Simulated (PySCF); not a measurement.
**Correlation energy of Xe²⁰⁺ (xenon, charge +20)**

Starting occupation: [Ar] 3d10 4s2 4p4, 4p1/2 with m_j = -1/2, +1/2, 4p3/2 with m_j = +1/2, +3/2. All numbers are calculated (PySCF 2.14, X2C-1e with screened-nucleus spin-orbit coupling, Gaussian nucleus, in an even-tempered Gaussian basis (18 s from 1.3 bohr⁻², ratio 2.8; 14 p from 1.7 bohr⁻², ratio 2.8; 9 d from 2.9 bohr⁻², ratio 2.8; 4 f from 9.5 bohr⁻², ratio 3)). Frozen: [Ne]; 24 electrons correlated; the 92 highest virtual spinors left out.

MP2 pair energies summed by pair of shells (mhartree):

```tsv
pair	energy	share (%)
3d3/2-3d5/2	-181.75	19.0
3d5/2-3d5/2	-128.56	13.5
3d5/2-3p3/2	-57.58	6.0
3d3/2-3d3/2	-55.01	5.8
4p1/2-4p3/2	-41.81	4.4
4p3/2-4s1/2	-39.06	4.1
3d3/2-3p3/2	-38.95	4.1
3d5/2-4p1/2	-34.41	3.6
3d5/2-4p3/2	-31.78	3.3
3d5/2-4s1/2	-26.88	2.8
3d5/2-3p1/2	-25.74	2.7
4p1/2-4s1/2	-25.15	2.6
3d3/2-4p1/2	-22.27	2.3
3d5/2-3s1/2	-21.22	2.2
3d3/2-4p3/2	-20.85	2.2
3p3/2-3p3/2	-20.61	2.2
4p1/2-4p1/2	-20.28	2.1
3p1/2-3p3/2	-19.07	2.0
3d3/2-4s1/2	-16.99	1.8
3d3/2-3p1/2	-16.86	1.8
3d3/2-3s1/2	-14.20	1.5
3p3/2-4p1/2	-10.98	1.1
3p3/2-4s1/2	-10.85	1.1
4p3/2-4p3/2	-10.84	1.1
3p3/2-3s1/2	-10.67	1.1
3p3/2-4p3/2	-9.62	1.0
4s1/2-4s1/2	-8.99	0.9
3p1/2-3s1/2	-5.20	0.5
3p1/2-3p1/2	-5.03	0.5
3p1/2-4s1/2	-4.37	0.5
```

Total MP2 correlation energy: -955.23 mhartree.

At this charge the one-electron X2C treatment keeps the bare 1/r₁₂, with no two-electron picture change or Breit term. The effect here is smaller than on the frozen 1s shell.
